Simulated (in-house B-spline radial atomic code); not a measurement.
Inner levels of lutetium as electrons are removed. A shift is the extra binding of the orbital against the neutral atom ([Xe] 4f14 5d1 6s2). Computed with an all-electron radial atomic-structure program (B-spline basis): non-relativistic Hartree-Fock, average of the configuration, point nuclei.

This level leaves out relativity, spin-orbit splitting included, which matters for heavy ions.

```
  ion       configuration  shift of 3d (eV)  shift of 2s (eV)  shift of 1s (eV)  radius of 3d (bohr)  radius of 2s (bohr)  radius of 1s (bohr)  Σ<r²> (bohr²)  change of density at nucleus (bohr⁻³)
Lu13+  [Kr] 4d10 4f10 5s2             278.8            278.47            278.34              0.19378             0.090292             0.021343         13.099                                 147.63
Lu14+  [Kr] 4d10 4f10 5s1            304.83            304.87            305.61              0.19375             0.090291             0.021343         11.687                                  4.853
Lu15+      [Kr] 4d10 4f10                 ?                 ?                 ?                    ?                    ?                    ?              ?                                      ?
Lu16+       [Kr] 4d10 4f9            372.96             372.8            373.54              0.19368             0.090295             0.021343         9.7156                                -134.76
Lu17+       [Kr] 4d10 4f8            416.16            415.44            415.17              0.19362             0.090299             0.021343         9.1421                                -120.18
Lu18+       [Kr] 4d10 4f7            461.04            459.78            458.43              0.19355             0.090303             0.021343         8.6112                                -104.19
Lu19+       [Kr] 4d10 4f6                 ?                 ?                 ?                    ?                    ?                    ?              ?                                      ?
Lu20+       [Kr] 4d10 4f5            555.69            553.44            549.71              0.19338             0.090312             0.021343         7.6571                                -67.994
Lu21+       [Kr] 4d10 4f4            605.38            602.73            597.69              0.19327             0.090317             0.021343         7.2259                                -47.796
Lu22+       [Kr] 4d10 4f3            656.62            653.62             647.2              0.19315             0.090323             0.021343          6.821                                -26.214
Lu23+       [Kr] 4d10 4f2            709.38            706.09            698.23              0.19302             0.090328             0.021343         6.4398                                 -3.275
Lu24+       [Kr] 4d10 4f1            763.63            760.15            750.77              0.19287             0.090333             0.021343         6.0802                                 21.055
Lu25+           [Kr] 4d10                 ?                 ?                 ?                    ?                    ?                    ?              ?                                      ?
Lu26+            [Kr] 4d9            875.43            875.52            865.38              0.19276             0.090329             0.021343         5.4006                                 82.726
Lu27+            [Kr] 4d8            932.45            936.41            927.16              0.19253             0.090318             0.021343         5.0724                                 119.84
Lu28+            [Kr] 4d7             990.4            998.41            990.13               0.1923             0.090307             0.021343          4.755                                 158.07
Lu29+            [Kr] 4d6           1049.28           1061.53           1054.29              0.19206             0.090295             0.021344         4.4478                                 197.43
Lu30+            [Kr] 4d5           1109.09           1125.76           1119.63              0.19181             0.090283             0.021344         4.1504                                  237.9
Lu31+            [Kr] 4d4           1169.81            1191.1           1186.16              0.19155              0.09027             0.021344         3.8623                                 279.48
Lu32+            [Kr] 4d3           1231.44           1257.54           1253.87              0.19128             0.090257             0.021344         3.5831                                 322.21
```

(1) Fill in the row of Lu15+.

(2) Fill in the row of Lu19+.

(3) Fill in the row of Lu25+.

Results:

(1) shift of 3d (eV): 331.47; shift of 2s (eV): 331.9; shift of 1s (eV): 333.57; radius of 3d (bohr): 0.19373; radius of 2s (bohr): 0.090291; radius of 1s (bohr): 0.021343; Σ<r²> (bohr²): 10.339; change of density at nucleus (bohr⁻³): -147.9.

(2) shift of 3d (eV): 507.56; shift of 2s (eV): 505.79; shift of 1s (eV): 503.28; radius of 3d (bohr): 0.19347; radius of 2s (bohr): 0.090308; radius of 1s (bohr): 0.021343; Σ<r²> (bohr²): 8.1177; change of density at nucleus (bohr⁻³): -86.798.

(3) shift of 3d (eV): 819.35; shift of 2s (eV): 815.76; shift of 1s (eV): 804.8; radius of 3d (bohr): 0.19271; radius of 2s (bohr): 0.090339; radius of 1s (bohr): 0.021343; Σ<r²> (bohr²): 5.7401; change of density at nucleus (bohr⁻³): 46.727.
